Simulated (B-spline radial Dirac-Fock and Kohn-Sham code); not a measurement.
## Photoionisation of arsenic ions at W Kα (59318.2 eV)

These are calculated numbers from an atomic code on a B-spline grid; the model is independent-particle photoionisation in a Dirac-Hartree-Slater potential with a Latter tail, all multipoles, thresholds from Dirac-Fock ΔSCF. Cross sections in kb; a dash marks an empty subshell or a threshold above the photon energy.

```csv
ion,configuration,total,1s,2p1/2,2p3/2,3s,4p3/2
As⁺,[Ar] 3d10 4s2 4p2,0.2518,0.224,0.00149,0.00240,0.00309,9.49e-06
As²⁺,[Ar] 3d10 4s2 4p1,0.2518,0.224,0.00149,0.00240,0.00309,5.62e-06
As³¹⁺,1s2,0.2290,0.229,–,–,–,–
```
